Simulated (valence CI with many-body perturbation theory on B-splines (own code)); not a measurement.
## E1 transitions of Br29+

Calculated by configuration interaction combined with many-body perturbation theory (CI+MBPT): four valence electrons over a frozen Dirac-Fock core [He], a basis of 11 s, 11 p, 9 d, 7 f, 5 g, 2 h, 1 i functions for each j, with the one-electron correlation potential Σ1, the two-electron term Σ2, the three-electron term Σ3, Breit, model QED; selected CI, second order for the rest (own B-spline code, finite nucleus).

No measured spectrum was set against this ion. As an estimate, large intervals hold to a few tenths of a per cent, small ones and those within an open d or f shell to about a per cent. Among the levels kept, up to 300 cm⁻¹ of a level comes from second order outside the variational space, and about a tenth of that is noise between levels of different J, which matters for small intervals.

Lines 1 to 50 of 251 in falling wavelength, among levels below 2139.8 eV, chosen from the strongest by gf and those to the six lowest levels. Wavelengths and rates use the calculated energies. Electric multipoles are in the length gauge, E1 and E2 with the static RPA response of the core. Weak lines are less certain than strong ones. Lines between different terms over intervals too small for the method are left out, as are lines whose strength nearly cancels. Where a level lies close to another of its J and parity, the split of strength between their lines is uncertain. The highest levels of a list are the least certain.

Levels are named by their leading jj configuration (3d3/2^4 stands for four electrons in 3d with j = 3/2), which in mixed levels can hold well under half, so a name can repeat and another be missing. Letters in brackets count levels of one name in rising energy.

```tsv
λ vac (Å)	Upper	Lower	A (s⁻¹)	S (a.u.)
360.5	(2s 2p3/2^2 3p1/2) J=3	(2s 2p3/2^2 3s) J=2 [a]	1.01e+09	1.63e-01
346.9	(2s 2p1/2 2p3/2 3d5/2) J=5	(2s 2p1/2 2p3/2 3p3/2) J=4	2.04e+09	4.63e-01
339.4	(2s 2p1/2 2p3/2 3p1/2) J=3	(2s 2p1/2 2p3/2 3s) J=3	1.41e+09	1.91e-01
335.1	(2s 2p1/2 2p3/2 3d5/2) J=4 [a]	(2s 2p1/2 2p3/2 3p3/2) J=3 [a]	2.04e+09	3.41e-01
325.0	(2s 2p1/2^2 3d5/2) J=3	(2s 2p1/2^2 3p3/2) J=2	2.37e+09	2.81e-01
318.1	(2s 2p1/2 2p3/2 3p1/2) J=2 [a]	(2s 2p1/2 2p3/2 3s) J=2 [a]	1.83e+09	1.45e-01
315.6	(2s^2 2p3/2 3d5/2) J=4	(2s^2 2p3/2 3p3/2) J=3	2.45e+09	3.42e-01
305.1	(2s^2 2p1/2 3d5/2) J=3	(2s^2 2p1/2 3p3/2) J=2	2.75e+09	2.70e-01
303.0	(2s^2 2p3/2 3p1/2) J=2	(2s^2 2p3/2 3s) J=2	2.30e+09	1.58e-01
301.9	(2s 2p1/2 2p3/2 3d5/2) J=3 [a]	(2s 2p1/2 2p3/2 3p3/2) J=2 [a]	1.78e+09	1.69e-01
294.8	(2s^2 2p1/2 3d5/2) J=2	(2s^2 2p1/2 3p3/2) J=1	2.68e+09	1.70e-01
291.5	(2s 2p1/2 2p3/2 3p3/2) J=2 [b]	(2s 2p1/2 2p3/2 3s) J=2 [b]	2.84e+09	1.74e-01
289.2	(2s 2p3/2^2 3p1/2) J=2	(2s 2p3/2^2 3s) J=3	2.34e+09	1.39e-01
289.1	(2s 2p1/2 2p3/2 3d5/2) J=4 [b]	(2s 2p1/2 2p3/2 3p3/2) J=3 [b]	3.05e+09	3.28e-01
288.0	(2s 2p1/2 2p3/2 3d3/2) J=2 [b]	(2s 2p1/2 2p3/2 3p1/2) J=2 [b]	1.87e+09	1.10e-01
287.5	(2s 2p1/2 2p3/2 3d5/2) J=2 [a]	(2s 2p1/2 2p3/2 3p3/2) J=1 [a]	2.29e+09	1.35e-01
284.8	(2s^2 2p3/2 3d5/2) J=3	(2s^2 2p3/2 3p3/2) J=2	2.73e+09	2.18e-01
280.6	(2s 2p3/2^2 3p1/2) J=3	(2s 2p3/2^2 3s) J=3	1.52e+09	1.16e-01
275.3	(2s 2p1/2 2p3/2 3p3/2) J=2 [a]	(2s 2p1/2 2p3/2 3s) J=1 [a]	2.91e+09	1.50e-01
272.9	(2s 2p1/2 2p3/2 3p3/2) J=1 [b]	(2s 2p1/2 2p3/2 3s) J=2 [b]	3.78e+09	1.14e-01
272.3	(2s 2p1/2^2 3d5/2) J=2	(2s 2p1/2^2 3p3/2) J=1	3.70e+09	1.84e-01
268.6	(2s 2p1/2 2p3/2 3d3/2) J=4	(2s 2p1/2 2p3/2 3p1/2) J=3	2.64e+09	2.27e-01
268.2	(2s 2p1/2 2p3/2 3d5/2) J=3 [b]	(2s 2p1/2 2p3/2 3p3/2) J=2 [b]	2.64e+09	1.76e-01
265.8	(2s 2p1/2 2p3/2 3p3/2) J=3 [b]	(2s 2p1/2 2p3/2 3s) J=2 [b]	3.47e+09	2.25e-01
265.0	(2s 2p1/2 2p3/2 3p3/2) J=3 [c]	(2s 2p1/2 2p3/2 3s) J=2 [c]	5.09e+09	3.27e-01
265.0	(2s 2p1/2 2p3/2 3d3/2) J=3 [a]	(2s 2p1/2 2p3/2 3p1/2) J=2 [a]	2.78e+09	1.78e-01
262.6	(2s 2p1/2 2p3/2 3p1/2) J=2 [b]	(2s 2p1/2 2p3/2 3s) J=3	4.46e+09	1.99e-01
260.2	(2s^2 2p3/2 3p3/2) J=3	(2s^2 2p3/2 3s) J=2	5.03e+09	3.06e-01
258.9	(2s 2p1/2 2p3/2 3p3/2) J=3 [a]	(2s 2p1/2 2p3/2 3s) J=2 [a]	4.88e+09	2.92e-01
255.6	(2s 2p1/2 2p3/2 3p3/2) J=4	(2s 2p1/2 2p3/2 3s) J=3	6.43e+09	4.77e-01
254.3	(2s 2p1/2 2p3/2 3p3/2) J=2 [d]	(2s 2p1/2 2p3/2 3s) J=1 [c]	4.00e+09	1.62e-01
254.2	(2s 2p1/2^2 3d3/2) J=2	(2s 2p1/2^2 3p1/2) J=1	3.75e+09	1.52e-01
253.6	(2s^2 2p3/2 3d3/2) J=3	(2s^2 2p3/2 3p1/2) J=2	2.99e+09	1.69e-01
251.9	(2s 2p3/2^2 3p3/2) J=3	(2s 2p3/2^2 3s) J=3	3.94e+09	2.18e-01
250.8	(2s 2p3/2^2 3p3/2) J=4	(2s 2p3/2^2 3s) J=3	6.69e+09	4.69e-01
243.4	(2s^2 2p1/2 3d3/2) J=2	(2s^2 2p1/2 3p1/2) J=1	4.44e+09	1.58e-01
240.2	(2s 2p1/2^2 3p3/2) J=2	(2s 2p1/2^2 3s) J=1	7.19e+09	2.46e-01
239.4	(2s 2p1/2 2p3/2 3p3/2) J=2 [c]	(2s 2p1/2 2p3/2 3s) J=1 [b]	3.56e+09	1.20e-01
238.2	(2s^2 2p1/2 3p3/2) J=1	(2s^2 2p1/2 3s) J=0	4.52e+09	9.05e-02
238.1	(2s^2 2p1/2 3p3/2) J=2	(2s^2 2p1/2 3s) J=1	7.05e+09	2.35e-01
235.6	(2s 2p1/2 2p3/2 3p3/2) J=1 [d]	(2s 2p1/2 2p3/2 3s) J=0	4.51e+09	8.73e-02
224.0	(2s^2 2p3/2 3p3/2) J=2	(2s^2 2p3/2 3s) J=1	5.64e+09	1.56e-01
215.9	(2s 2p1/2 2p3/2 3p3/2) J=1 [c]	(2s 2p1/2 2p3/2 3s) J=1 [b]	7.54e+09	1.12e-01
205.7	(2s 2p1/2 2p3/2 3p3/2) J=3 [b]	(2s 2p1/2 2p3/2 3s) J=3	3.99e+09	1.20e-01
151.6	(2s 2p1/2^2 2p3/2) J=2	(2s^2 2p1/2 2p3/2) J=2	4.70e+08	4.05e-03
135.5	(2s 2p1/2^2 2p3/2) J=2	(2s^2 2p1/2 2p3/2) J=1	9.30e+08	5.70e-03
122.0	(2s 2p1/2 2p3/2^2) J=3	(2s^2 2p3/2^2) J=2	3.35e+09	2.10e-02
100.5	(2s 2p1/2 2p3/2^2) J=1 [b]	(2s^2 2p3/2^2) J=0	2.66e+09	4.00e-03
98.98	(2s 2p1/2^2 2p3/2) J=1	(2s^2 2p1/2 2p3/2) J=2	2.47e+09	3.55e-03
92.12	(2s 2p1/2 2p3/2^2) J=2 [b]	(2s^2 2p3/2^2) J=2	8.42e+08	1.62e-03
```
